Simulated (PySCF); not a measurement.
A small calculation by hand: oscillator strength and radiative lifetime

C2H9ClOSi2, SMILES C[Si@@H](Cl)[C@@H](O)[SiH3].

The structure is a stationary point at B3LYP-D3(BJ)/def2-SVP. The structure was generated by enumeration; whether it is a known compound was not checked. One conformer was computed; it need not be the lowest.

TDA-PBE/def2-SVPD run with PySCF 2.14.0 puts the first singlet state with f over 0.02 at 6.46 eV (vertical), with the transition dipole (0.250, 0.118, 0.303) in atomic units.

Question: Find the oscillator strength, the wavelength and the radiative lifetime that this transition would have in vacuum if emission retraced absorption.

Answer: 
|μ|² = 0.1682 au, so |μ| = 1.04 D. ΔE = 6.46/27.211 = 0.2374 hartree. f = (2/3) ΔE |μ|² = 0.027 (the program prints 0.027).
λ = 1239.84/6.46 = 192 nm; ν = 52103 cm⁻¹.
Einstein's coefficient A = 0.6670 ν² f s⁻¹ (ν in cm⁻¹) = 4.8e7 s⁻¹, so τ = 1/A = 21 ns. This state is S4; the lower singlets have f = 0.001, 0.002, 0.004. The figure is the radiative limit of this one transition; relaxation, internal conversion, crossing to triplets and a medium change what is measured.
